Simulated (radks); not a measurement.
Results of a calculation; reference values are marked as such.
Question: Pm12+, 49 electrons, occupied as [Kr] 4d10 4f1 5s2. Code: a radial shooting solver on a logarithmic mesh with Libxc functionals. Model: scalar-relativistic Kohn-Sham, PBE, spin-unpolarised, spherical densities, finite nucleus; Fermi nuclear charge, rms radius 4.962 fm. Some entries of the table are withheld. Estimate them.

orbital  occ.  eigenvalue (hartree)  r(max) (bohr)
1s          2             -1662.729        0.01479
2s          2                   (1)        0.08380
2p          6                   (2)            (3)
3s          2             -67.08784         0.2386
3p          6             -58.05318         0.2338
3d         10             -45.66519         0.1919
4s          2             -19.75527            (4)
4p          6                   (5)         0.5706
4d         10             -12.44777         0.5911
5s          2              -8.12148          1.158
4f          1                   (6)         0.5759

Answer: 
(1) 2s eigenvalue (hartree): -277.3513
(2) 2p eigenvalue (hartree): -248.5871
(3) 2p r(max) (bohr): 0.06762
(4) 4s r(max) (bohr): 0.5484
(5) 4p eigenvalue (hartree): -16.73381
(6) 4f eigenvalue (hartree): -7.73290
